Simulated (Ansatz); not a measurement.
The cluster W₅⁺. The state is a doublet with charge 1. Geometry PBE0-D4/def2-SVP.

Cartesian coordinates in Å:
```
W 1.127 1.023 -1.035
W -0.363 -0.944 -1.136
W -1.275 -0.673 1.144
W -0.610 1.448 0.455
W 1.121 -0.854 0.571
```

In the def2 sets W takes a core potential; there is no spin–orbit coupling. The structure comes from a short search, and lower isomers may exist.

Estimate the α-spin orbital energies around the gap (eV) in Ansatz with PBE-D4/def2-SVP, PBE-D4/def2-TZVP, r2SCAN-D4/def2-TZVP, PBE0-D4/def2-SVP, PBE0-D4/def2-TZVP.


```csv
orbital,PBE-D4/def2-SVP,PBE-D4/def2-TZVP,r2SCAN-D4/def2-TZVP,PBE0-D4/def2-SVP,PBE0-D4/def2-TZVP
HOMO−5,-9.92,-9.78,-9.85,-10.75,-10.60
HOMO−4,-9.82,-9.68,-9.77,-10.61,-10.45
HOMO−3,-9.23,-9.10,-9.13,-10.01,-9.87
HOMO−2,-8.94,-8.88,-8.98,-9.62,-9.54
HOMO−1,-8.31,-8.24,-8.34,-8.99,-8.90
HOMO,-7.55,-7.48,-7.55,-8.17,-8.07
LUMO,-7.17,-7.15,-6.94,-6.39,-6.40
LUMO+1,-7.08,-7.09,-6.81,-6.25,-6.20
LUMO+2,-6.73,-6.74,-6.59,-5.90,-5.91
LUMO+3,-6.72,-6.68,-6.51,-5.87,-5.89
LUMO+4,-6.58,-6.56,-6.38,-5.74,-5.67
LUMO+5,-6.49,-6.46,-6.17,-5.53,-5.54
β HOMO,-8.15,-8.08,-8.08,-8.80,-8.72
β LUMO,-7.16,-7.09,-6.83,-6.28,-6.27
```
